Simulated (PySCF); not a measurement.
# What a mistake does to a calculation on BCClH3

Calculated results; nothing here was measured. The program is PySCF 2.14.0, an open-source quantum chemistry code, run on an isolated molecule that a program drew, which may never have been made. The molecule is BCClH3 (charge 0, doublet), drawn as the SMILES string `[CH2]BCl`.

Each row is a Hartree-Fock (HF) and frozen-core CCSD(T) single point in the cc-pV(D+d)Z basis, meant for a local HF minimum. Run 1 is clean. Each other run has one planted mistake out of seven kinds, and not every kind appears here: one electron removed, one electron added, multiplicity raised by two, geometry at a saddle point, minimal basis STO-3G, one bond length entered in bohr, all coordinates scaled. The reference is restricted for singlets and unrestricted otherwise, and also for a bond in bohr. Adding or removing an electron swaps singlet and doublet. Electrons count all cores. HOMO and LUMO are orbital energies over both spins, the gradient is its largest component, and the lowest frequency (negative if imaginary) is given only where the gradient is small. Bond lengths are over the 5 bonds as drawn. T1 is the CCSD diagnostic: over 0.02 (restricted) or 0.045 (unrestricted) a single reference is doubtful.

Geometry of the clean run:
```xyz
6
BCClH3, angstrom
C     0.3145   -0.5262    0.8949
B     0.0303    0.2696   -0.3820
Cl   -1.4733   -0.0038   -1.2848
H    -0.3719   -1.2690    1.2874
H     1.2241   -0.3797    1.4682
H     0.7813    1.0870   -0.8192
```

```
run,electrons,basis functions,<S^2>,HOMO (eV),LUMO (eV),gradient (hartree/bohr),lowest frequency (cm^-1),mean bond (Å),longest bond (Å),T1,HF (hartree),CCSD(T) (hartree),mistake
1,31,66,0.758,-11.01,0.83,4.1e-05,314,1.3339,1.775,0.0145,-523.81461,-524.19932,no fault
2,31,66,1.411,-9.77,0.78,1.8e-02,-,1.5461,2.254,0.0633,-523.69241,-524.07863,one bond length entered in bohr
3,31,66,0.757,-11.01,0.84,1.0e-02,-,1.3165,1.752,0.0143,-523.81368,-524.19754,all coordinates scaled
4,31,22,0.760,-10.01,3.94,1.7e-02,-,1.3339,1.775,0.0157,-518.09658,-518.20588,?
5,30,66,0.000,-17.75,-8.33,8.4e-02,-,1.3339,1.775,0.0369,-523.46012,-523.83502,?
```

**Which mistake was planted in run 4, and what did it cost?**

It has 22 basis functions where the clean run has 66, with the same electrons and geometry. So the mistake is: minimal basis STO-3G. Subtracting run 1 and multiplying by 627.51 kcal/mol a hartree, the energy moved by 3588.1 kcal/mol in HF and 3760.9 kcal/mol in CCSD(T).

**Which mistake was planted in run 5, and what did it cost?**

It counts 30 electrons, one fewer than the clean run, at the same geometry and basis. So the mistake is: one electron removed. Subtracting run 1 and multiplying by 627.51 kcal/mol a hartree, the energy moved by 222.4 kcal/mol in HF and 228.6 kcal/mol in CCSD(T).

Cautions from the logs. Run 2: T1 is over the limit, so its CCSD(T) energy is less reliable; run 5: T1 is over the limit, so its CCSD(T) energy is less reliable.
